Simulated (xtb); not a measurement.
C4H5, charge -1, singlet, from a rough starting geometry; GFN2-xTB run with xtb.

The xtb input:
```
$ xtb mol.xyz --gfn 2 --chrg -1 --opt vtight --json

# file mol.xyz
9

C     -0.08227313     1.27262310     0.46372462
C     -0.01864917    -0.98700287     0.44252666
C      0.75930367     0.11981488    -0.15748568
C     -0.80437770     0.14346484    -0.17869247
H     -0.06311904     2.22835265    -0.06318610
H      0.00123271    -1.05212516     1.58249561
H     -0.04871492    -1.96108377    -0.05196948
H      1.47009277     0.15647471    -1.05502200
H     -1.42205236     0.14857859    -1.03063328
```

The log (banner, timings and long lists left out):

```
   ID    Z sym.   atoms
    1    6 C      1-4
    2    1 H      5-9

           -------------------------------------------------
          |                Calculation Setup                |
           -------------------------------------------------

           -------------------------------------------------
          |                 G F N 2 - x T B                 |
           -------------------------------------------------

          ...................................................
          :                      SETUP                      :
          :.................................................:
          :  # basis functions                  21          :
          :  # atomic orbitals                  21          :
          :  # shells                           13          :
          :  # electrons                        22          :
          :  max. iterations                   250          :
          :  Hamiltonian                  GFN2-xTB          :
          :  restarted?                      false          :
          :  GBSA solvation                  false          :
          :  PC potential                    false          :
          :  electronic temp.          300.0000000     K    :
          :  accuracy                    1.0000000          :
          :  -> integral cutoff          0.2500000E+02      :
          :  -> integral neglect         0.1000000E-07      :
          :  -> SCF convergence          0.1000000E-05 Eh   :
          :  -> wf. convergence          0.1000000E-03 e    :
          :  Broyden damping             0.4000000          :
          :  net charge                         -1          :
          :  unpaired electrons                  0          :
          ...................................................

 iter      E             dE          RMSdq      gap      omega  full diag
   1    -11.1691468 -0.111691E+02  0.394E+00    4.80       0.0  T
   2    -11.2439694 -0.748227E-01  0.277E+00    3.33       1.0  T
   3    -11.2495050 -0.553559E-02  0.155E+00    3.74       1.0  T
   4    -11.2495243 -0.193083E-04  0.292E-01    3.79       1.0  T
   5    -11.2497164 -0.192016E-03  0.151E-01    3.79       1.0  T
   6    -11.2498048 -0.884090E-04  0.570E-02    3.80       1.0  T
   7    -11.2498047  0.754510E-07  0.245E-02    3.81       1.4  T
   8    -11.2498069 -0.222791E-05  0.532E-03    3.81       6.3  T
   9    -11.2498069 -0.425918E-08  0.257E-03    3.81      12.9  T
  10    -11.2498069 -0.147496E-07  0.359E-04    3.81      92.9  T
  11    -11.2498069 -0.119140E-10  0.137E-04    3.81     242.6  T

   *** convergence criteria satisfied after 11 iterations ***

         :::::::::::::::::::::::::::::::::::::::::::::::::::::
         ::                     SUMMARY                     ::
         :::::::::::::::::::::::::::::::::::::::::::::::::::::
         :: total energy             -11.098604692755 Eh    ::
         :: gradient norm              0.094154760159 Eh/a0 ::
         :: HOMO-LUMO gap              3.811183034464 eV    ::
         ::.................................................::
         :: SCC energy               -11.249806101644 Eh    ::
         :: -> isotropic ES            0.134605459369 Eh    ::
         :: -> anisotropic ES          0.005653573347 Eh    ::
         :: -> anisotropic XC          0.004751759775 Eh    ::
         :: -> dispersion             -0.005297429496 Eh    ::
         :: repulsion energy           0.151201408889 Eh    ::
         :: add. restraining           0.000000000000 Eh    ::
         :: total charge              -1.000000000000 e     ::
         :::::::::::::::::::::::::::::::::::::::::::::::::::::

      -----------------------------------------------------------
     |                   =====================                   |
     |                        A N C O P T                        |
     |                   =====================                   |
[...]
 * total energy  :   -11.0986047 Eh     change       -0.9847412E-10 Eh
 * total energy  :   -11.1118396 Eh     change       -0.1323486E-01 Eh
 * total energy  :   -11.1139164 Eh     change       -0.2076846E-02 Eh
 * total energy  :   -11.1140531 Eh     change       -0.1367362E-03 Eh
 * total energy  :   -11.1141125 Eh     change       -0.5938551E-04 Eh
 * total energy  :   -11.1141228 Eh     change       -0.1024573E-04 Eh
 * total energy  :   -11.1141269 Eh     change       -0.4144550E-05 Eh
 * total energy  :   -11.1141277 Eh     change       -0.8204943E-06 Eh
 * total energy  :   -11.1141278 Eh     change       -0.1143778E-06 Eh
 * total energy  :   -11.1141279 Eh     change       -0.4355145E-07 Eh
   *** GEOMETRY OPTIMIZATION CONVERGED AFTER 10 ITERATIONS ***
         :: total energy             -11.114127892811 Eh    ::
[...]
         6        2.0000           -0.2647780              -7.2050
         7        2.0000           -0.2023493              -5.5062
         8        2.0000           -0.1824723              -4.9653
         9        2.0000           -0.1555909              -4.2338
        10        2.0000           -0.1539083              -4.1881
        11        2.0000           -0.0522497              -1.4218 (HOMO)
        12                          0.1248229               3.3966 (LUMO)
        13                          0.2693821               7.3303
        14                          0.2941750               8.0049
        15                          0.3233922               8.7999
        16                          0.3644434               9.9170
        17                          0.3951948              10.7538
        18                          0.4019182              10.9368
        19                          0.5046775              13.7330
        20                          0.6055301              16.4773
        21                          0.6264991              17.0479
      -------------------------------------------------------------
                  HL-Gap            0.1770727 Eh            4.8184 eV
             Fermi-level            0.0362866 Eh            0.9874 eV

     #   Z          covCN         q      C6AA      α(0)
     1   6 C        2.926    -0.310    36.684     9.933
     2   6 C        3.873    -0.048    21.389     6.576
     3   6 C        3.852    -0.059    21.596     6.610
     4   6 C        3.852    -0.059    21.597     6.610
     5   1 H        0.907    -0.183     9.610     4.850
     6   1 H        0.924    -0.040     3.847     3.067
     7   1 H        0.923    -0.080     4.918     3.468
     8   1 H        0.924    -0.111     5.952     3.815
     9   1 H        0.924    -0.111     5.953     3.816

 Mol. C6AA /au·bohr⁶  :       1029.359905
 Mol. C8AA /au·bohr⁸  :      22340.175686
 Mol. α(0) /au        :         48.744479

Wiberg/Mayer (AO) data.
largest (>0.10) Wiberg bond orders for each atom

 ---------------------------------------------------------------------------
     #   Z sym  total        # sym  WBO       # sym  WBO       # sym  WBO
 ---------------------------------------------------------------------------
     1   6 C    2.888 --     5 H    0.948     3 C    0.930     4 C    0.930
     2   6 C    3.939 --     3 C    0.978     4 C    0.978     6 H    0.973
                             7 H    0.971
     3   6 C    3.778 --     2 C    0.978     8 H    0.951     1 C    0.930
                             4 C    0.901
     4   6 C    3.777 --     2 C    0.978     9 H    0.951     1 C    0.930
                             3 C    0.901
     5   1 H    0.967 --     1 C    0.948
     6   1 H    0.998 --     2 C    0.973
     7   1 H    0.994 --     2 C    0.971
     8   1 H    0.988 --     3 C    0.951
     9   1 H    0.988 --     4 C    0.951
 ---------------------------------------------------------------------------

Topologies differ in total number of bonds
Writing topology from bond orders to xtbtopo.mol

molecular dipole:
                 x           y           z       tot (Debye)
 q only:        0.053      -1.144       0.040
   full:        0.065      -1.579      -1.011       4.768
molecular quadrupole (traceless):
                xx          xy          yy          xz          yz          zz
 q only:        2.305       0.137      -4.826      -0.001      -0.381       2.522
  q+dip:        1.785       0.182      -4.670       0.083      -3.068       2.885
   full:        2.103       0.183      -4.200       0.094      -3.315       2.098

optimized geometry written to: xtbopt.xyz

           -------------------------------------------------
          | TOTAL ENERGY              -11.114127892811 Eh   |
          | GRADIENT NORM               0.000064371549 Eh/α |
          | HOMO-LUMO GAP               4.818392116643 eV   |
           -------------------------------------------------
```
